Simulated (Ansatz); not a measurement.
Clusters of 11 atoms, II-VI: binding per atom (eV) at several levels, gas phase, relaxed structures; Ansatz. Clusters are the lowest isomers that short searches found in that spin, judged at the geometry's level. Core potentials for Ba, Cd, Sr in the def2 sets, no spin–orbit coupling. Binding counts from free atoms in the multiplicity of their measured ground term, without zero-point energy. Singlets are spin-restricted. The structures are stationary points that may keep the symmetry of their start. Remarks come from the PBE and PBE0 runs and from stability tests at other levels; not every state was tested.

```
                 species    state            geometry  PBE-D4/def2-SVP  PBE-D4/def2-TZVP  r2SCAN-D4/def2-TZVP  PBE0-D4/def2-SVP  PBE0-D4/def2-TZVP                        remarks
                   Ba6O5  singlet     PBE-D4/def2-SVP             4.44              4.34                 4.32              4.15               4.08  restricted SCF unstable in HF
                   Be6S5  singlet  r2SCAN-D4/def2-SVP             3.85              3.85                 3.83              3.79               3.79                              –
Sr5O6 (with an O–O bond)  singlet     PBE-D4/def2-SVP             4.23              4.11                 4.08              3.92               3.82                              –
                   Zn6O5  singlet  r2SCAN-D4/def2-SVP             2.83              2.70                 2.71              2.60               2.53                              –
                   Cd6S5  singlet     PBE-D4/def2-SVP             1.70              1.69                 1.67              1.61               1.62                              –
Ca6O5 (with an O–O bond)  singlet     PBE-D4/def2-SVP             3.98              3.84                 3.83              3.70               3.58  restricted SCF unstable in HF
```
